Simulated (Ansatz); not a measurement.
# Molecular dynamics of CH₈BNOSi

The input (input.yaml):

```yaml
crystal:
  periodic: [false, false, false]
  atoms:
    - { symbol: B, position_ang: [-1.228719, 1.510701, 1.371142] }
    - { symbol: "N", position_ang: [-1.160351, 0.91254, 0.127873] }
    - { symbol: Si, position_ang: [0.300452, 0.368767, -0.707659] }
    - { symbol: C, position_ang: [0.559348, -1.486979, -0.406802] }
    - { symbol: O, position_ang: [1.832868, -2.013621, -0.919146] }
    - { symbol: H, position_ang: [-0.239651, 1.719266, 1.957726] }
    - { symbol: H, position_ang: [-2.266208, 1.801786, 1.822689] }
    - { symbol: H, position_ang: [-2.055057, 0.732107, -0.368766] }
    - { symbol: H, position_ang: [0.14026, 0.630867, -2.11469] }
    - { symbol: H, position_ang: [1.415502, 1.106972, -0.177265] }
    - { symbol: H, position_ang: [0.434457, -1.70892, 0.671593] }
    - { symbol: H, position_ang: [-0.224914, -2.058036, -0.932002] }
    - { symbol: H, position_ang: [2.512313, -1.550349, -0.309793] }
basis:
  gaussian: { orbitals: STO-3G }
hamiltonian:
  xc: cam_b3lyp
  dispersion: d4
md:
  timestep: 0.25
  n_steps: 212
  ensemble: nve
  temperature: 500.0
  initial_velocities: maxwell_boltzmann
  seed: 631722
```

Run as:

```bash
$ ansatz run input.yaml --threads 1 --pin off --max-ram 2048MiB --backend cpu --events-out ev --progress --plain --runs-dir out
```

It starts from a relaxed structure.

Output, in part (one step line in 4, the closing report, with atoms numbered from 0):

```
md step     0: t =     0.00 fs  T =   500.0 K  F+E_penalty+E_count = -13095.40145902 eV  E_kin = 0.710930 eV  conserved = -13094.69052902 eV  (21 SCF iters)
md step     4: t =     1.00 fs  T =   417.2 K  F+E_penalty+E_count = -13095.28291472 eV  E_kin = 0.593145 eV  conserved = -13094.68977001 eV  (28 SCF iters)
md step     8: t =     2.00 fs  T =   283.2 K  F+E_penalty+E_count = -13095.09134206 eV  E_kin = 0.402635 eV  conserved = -13094.68870722 eV  (21 SCF iters)
md step    12: t =     3.00 fs  T =   260.1 K  F+E_penalty+E_count = -13095.05871583 eV  E_kin = 0.369771 eV  conserved = -13094.68894501 eV  (20 SCF iters)
md step    16: t =     4.00 fs  T =   320.1 K  F+E_penalty+E_count = -13095.14487102 eV  E_kin = 0.455178 eV  conserved = -13094.68969316 eV  (21 SCF iters)
md step    20: t =     5.00 fs  T =   342.3 K  F+E_penalty+E_count = -13095.17662545 eV  E_kin = 0.486664 eV  conserved = -13094.68996138 eV  (22 SCF iters)
md step    24: t =     6.00 fs  T =   277.9 K  F+E_penalty+E_count = -13095.08475122 eV  E_kin = 0.395108 eV  conserved = -13094.68964293 eV  (20 SCF iters)
md step    28: t =     7.00 fs  T =   186.0 K  F+E_penalty+E_count = -13094.95336064 eV  E_kin = 0.264455 eV  conserved = -13094.68890546 eV  (22 SCF iters)
md step    32: t =     8.00 fs  T =   180.6 K  F+E_penalty+E_count = -13094.94577952 eV  E_kin = 0.256824 eV  conserved = -13094.68895589 eV  (22 SCF iters)
md step    36: t =     9.00 fs  T =   251.9 K  F+E_penalty+E_count = -13095.04794318 eV  E_kin = 0.358107 eV  conserved = -13094.68983585 eV  (20 SCF iters)
md step    40: t =    10.00 fs  T =   275.1 K  F+E_penalty+E_count = -13095.08097431 eV  E_kin = 0.391190 eV  conserved = -13094.68978424 eV  (21 SCF iters)
md step    44: t =    11.00 fs  T =   246.8 K  F+E_penalty+E_count = -13095.04019531 eV  E_kin = 0.350857 eV  conserved = -13094.68933849 eV  (22 SCF iters)
md step    48: t =    12.00 fs  T =   226.3 K  F+E_penalty+E_count = -13095.01127741 eV  E_kin = 0.321802 eV  conserved = -13094.68947588 eV  (21 SCF iters)
md step    52: t =    13.00 fs  T =   205.4 K  F+E_penalty+E_count = -13094.98145563 eV  E_kin = 0.292094 eV  conserved = -13094.68936116 eV  (21 SCF iters)
md step    56: t =    14.00 fs  T =   198.1 K  F+E_penalty+E_count = -13094.97089649 eV  E_kin = 0.281716 eV  conserved = -13094.68918057 eV  (22 SCF iters)
md step    60: t =    15.00 fs  T =   225.9 K  F+E_penalty+E_count = -13095.01064896 eV  E_kin = 0.321179 eV  conserved = -13094.68946982 eV  (21 SCF iters)
md step    64: t =    16.00 fs  T =   248.5 K  F+E_penalty+E_count = -13095.04299937 eV  E_kin = 0.353286 eV  conserved = -13094.68971348 eV  (21 SCF iters)
md step    68: t =    17.00 fs  T =   234.7 K  F+E_penalty+E_count = -13095.02317360 eV  E_kin = 0.333706 eV  conserved = -13094.68946711 eV  (21 SCF iters)
md step    72: t =    18.00 fs  T =   217.5 K  F+E_penalty+E_count = -13094.99875252 eV  E_kin = 0.309298 eV  conserved = -13094.68945449 eV  (22 SCF iters)
md step    76: t =    19.00 fs  T =   207.1 K  F+E_penalty+E_count = -13094.98389478 eV  E_kin = 0.294442 eV  conserved = -13094.68945261 eV  (21 SCF iters)
md step    80: t =    20.00 fs  T =   208.0 K  F+E_penalty+E_count = -13094.98512287 eV  E_kin = 0.295811 eV  conserved = -13094.68931169 eV  (21 SCF iters)
md step    84: t =    21.00 fs  T =   228.7 K  F+E_penalty+E_count = -13095.01483043 eV  E_kin = 0.325191 eV  conserved = -13094.68963899 eV  (22 SCF iters)
md step    88: t =    22.00 fs  T =   221.1 K  F+E_penalty+E_count = -13095.00395151 eV  E_kin = 0.314303 eV  conserved = -13094.68964826 eV  (22 SCF iters)
md step    92: t =    23.00 fs  T =   180.4 K  F+E_penalty+E_count = -13094.94583010 eV  E_kin = 0.256574 eV  conserved = -13094.68925644 eV  (22 SCF iters)
md step    96: t =    24.00 fs  T =   166.5 K  F+E_penalty+E_count = -13094.92584331 eV  E_kin = 0.236795 eV  conserved = -13094.68904870 eV  (21 SCF iters)
md step   100: t =    25.00 fs  T =   211.1 K  F+E_penalty+E_count = -13094.98959614 eV  E_kin = 0.300184 eV  conserved = -13094.68941245 eV  (21 SCF iters)
md step   104: t =    26.00 fs  T =   259.7 K  F+E_penalty+E_count = -13095.05911612 eV  E_kin = 0.369225 eV  conserved = -13094.68989115 eV  (29 SCF iters)
md step   108: t =    27.00 fs  T =   248.2 K  F+E_penalty+E_count = -13095.04245502 eV  E_kin = 0.352843 eV  conserved = -13094.68961237 eV  (29 SCF iters)
md step   112: t =    28.00 fs  T =   222.4 K  F+E_penalty+E_count = -13095.00541190 eV  E_kin = 0.316292 eV  conserved = -13094.68911998 eV  (20 SCF iters)
md step   116: t =    29.00 fs  T =   254.7 K  F+E_penalty+E_count = -13095.05159225 eV  E_kin = 0.362162 eV  conserved = -13094.68943052 eV  (20 SCF iters)
md step   120: t =    30.00 fs  T =   297.9 K  F+E_penalty+E_count = -13095.11353284 eV  E_kin = 0.423638 eV  conserved = -13094.68989484 eV  (22 SCF iters)
md step   124: t =    31.00 fs  T =   277.9 K  F+E_penalty+E_count = -13095.08478107 eV  E_kin = 0.395177 eV  conserved = -13094.68960442 eV  (21 SCF iters)
md step   128: t =    32.00 fs  T =   228.7 K  F+E_penalty+E_count = -13095.01432113 eV  E_kin = 0.325185 eV  conserved = -13094.68913608 eV  (21 SCF iters)
md step   132: t =    33.00 fs  T =   222.2 K  F+E_penalty+E_count = -13095.00500321 eV  E_kin = 0.315925 eV  conserved = -13094.68907848 eV  (21 SCF iters)
md step   136: t =    34.00 fs  T =   269.1 K  F+E_penalty+E_count = -13095.07211919 eV  E_kin = 0.382670 eV  conserved = -13094.68944903 eV  (20 SCF iters)
md step   140: t =    35.00 fs  T =   310.0 K  F+E_penalty+E_count = -13095.13076169 eV  E_kin = 0.440832 eV  conserved = -13094.68992933 eV  (27 SCF iters)
md step   144: t =    36.00 fs  T =   277.5 K  F+E_penalty+E_count = -13095.08429829 eV  E_kin = 0.394535 eV  conserved = -13094.68976347 eV  (27 SCF iters)
md step   148: t =    37.00 fs  T =   214.7 K  F+E_penalty+E_count = -13094.99418461 eV  E_kin = 0.305324 eV  conserved = -13094.68886105 eV  (22 SCF iters)
md step   152: t =    38.00 fs  T =   252.1 K  F+E_penalty+E_count = -13095.04766256 eV  E_kin = 0.358451 eV  conserved = -13094.68921198 eV  (20 SCF iters)
md step   156: t =    39.00 fs  T =   336.4 K  F+E_penalty+E_count = -13095.16855396 eV  E_kin = 0.478329 eV  conserved = -13094.69022475 eV  (22 SCF iters)
md step   160: t =    40.00 fs  T =   315.2 K  F+E_penalty+E_count = -13095.13799357 eV  E_kin = 0.448099 eV  conserved = -13094.68989411 eV  (22 SCF iters)
md step   164: t =    41.00 fs  T =   220.7 K  F+E_penalty+E_count = -13095.00288221 eV  E_kin = 0.313793 eV  conserved = -13094.68908910 eV  (20 SCF iters)
md step   168: t =    42.00 fs  T =   176.7 K  F+E_penalty+E_count = -13094.94000115 eV  E_kin = 0.251182 eV  conserved = -13094.68881964 eV  (22 SCF iters)
md step   172: t =    43.00 fs  T =   229.1 K  F+E_penalty+E_count = -13095.01499119 eV  E_kin = 0.325788 eV  conserved = -13094.68920340 eV  (21 SCF iters)
md step   176: t =    44.00 fs  T =   313.4 K  F+E_penalty+E_count = -13095.13558037 eV  E_kin = 0.445644 eV  conserved = -13094.68993625 eV  (21 SCF iters)
md step   180: t =    45.00 fs  T =   316.3 K  F+E_penalty+E_count = -13095.13983479 eV  E_kin = 0.449730 eV  conserved = -13094.69010450 eV  (28 SCF iters)
md step   184: t =    46.00 fs  T =   227.9 K  F+E_penalty+E_count = -13095.01318677 eV  E_kin = 0.324056 eV  conserved = -13094.68913057 eV  (22 SCF iters)
md step   188: t =    47.00 fs  T =   200.0 K  F+E_penalty+E_count = -13094.97312154 eV  E_kin = 0.284390 eV  conserved = -13094.68873187 eV  (21 SCF iters)
md step   192: t =    48.00 fs  T =   291.3 K  F+E_penalty+E_count = -13095.10394311 eV  E_kin = 0.414243 eV  conserved = -13094.68970024 eV  (21 SCF iters)
md step   196: t =    49.00 fs  T =   359.1 K  F+E_penalty+E_count = -13095.20078241 eV  E_kin = 0.510632 eV  conserved = -13094.69015043 eV  (21 SCF iters)
md step   200: t =    50.00 fs  T =   322.6 K  F+E_penalty+E_count = -13095.14827564 eV  E_kin = 0.458689 eV  conserved = -13094.68958711 eV  (21 SCF iters)
md step   204: t =    51.00 fs  T =   258.1 K  F+E_penalty+E_count = -13095.05598739 eV  E_kin = 0.366936 eV  conserved = -13094.68905144 eV  (22 SCF iters)
md step   208: t =    52.00 fs  T =   250.8 K  F+E_penalty+E_count = -13095.04567640 eV  E_kin = 0.356601 eV  conserved = -13094.68907577 eV  (22 SCF iters)
md step   212: t =    53.00 fs  T =   298.1 K  F+E_penalty+E_count = -13095.11331127 eV  E_kin = 0.423795 eV  conserved = -13094.68951647 eV  (23 SCF iters)
Total energy: -13095.11341178 eV, -481.2365416964 hartree
Atom 0 at    -1.200313     1.411675     1.436471 Å, force    -0.343215     0.107659     1.233432 eV/Å
Atom 1 at    -1.100630     0.949767     0.137102 Å, force    -0.188330     0.225096    -0.385414 eV/Å
Atom 2 at     0.276411     0.358991    -0.788615 Å, force     0.990271     0.059322     1.192851 eV/Å
Atom 3 at     0.511129    -1.466489    -0.383075 Å, force    -0.523969    -1.329457    -1.211337 eV/Å
Atom 4 at     1.845866    -1.972160    -0.856511 Å, force    -0.636214     0.496633     0.876576 eV/Å
Atom 5 at    -0.257585     1.416116     2.212925 Å, force    -1.037536     0.059896    -1.140518 eV/Å
Atom 6 at    -2.307184     1.757286     1.792427 Å, force     1.234853    -0.261325    -0.153857 eV/Å
Atom 7 at    -1.982521     0.947141    -0.408835 Å, force    -0.182508     0.077736     0.044331 eV/Å
Atom 8 at     0.151056     0.594129    -2.181682 Å, force    -0.344180     0.144015    -0.531844 eV/Å
Atom 9 at     1.447864     1.044877    -0.282779 Å, force    -0.177226    -0.041798    -0.164510 eV/Å
Atom 10 at     0.373595    -1.590974     0.726363 Å, force    -0.006623    -0.299396    -0.746704 eV/Å
Atom 11 at    -0.282683    -2.103543    -0.959216 Å, force     1.525976     1.062466     1.394229 eV/Å
Atom 12 at     2.477722    -1.476500    -0.199819 Å, force    -0.311298    -0.300846    -0.407237 eV/Å
Dipole moment:    -0.020887     0.028511    -0.290877 e Å
```

The run went to its last step. The conserved energy stayed within 0.15 meV per atom of its start (net change 0.078 meV per atom), so the integration is sound. The temperature averaged 0.53 of the 500 K drawn at the start: a run that starts near a minimum puts about half its kinetic energy into the potential. A run of 0.053 ps of so small a system gives no equilibrium averages. Limits of this set-up: minimal basis.

The same pairs are bonded in the first frame and the last. Pairs count as bonded within 1.25 times the sum of covalent radii (0.12 Å more for H–H).

Last frame:

```xyz
13
Properties=species:S:1:pos:R:3
B -1.200 1.412 1.437
N -1.101 0.950 0.137
Si 0.276 0.359 -0.789
C 0.511 -1.466 -0.383
O 1.846 -1.972 -0.857
H -0.258 1.416 2.213
H -2.307 1.757 1.792
H -1.982 0.947 -0.409
H 0.151 0.594 -2.182
H 1.448 1.045 -0.283
H 0.374 -1.591 0.726
H -0.283 -2.103 -0.959
H 2.478 -1.476 -0.200
```

Run time: 7.7 min on 1 thread of Arm Neoverse V2 (shared host), peak memory 0.11 GiB.
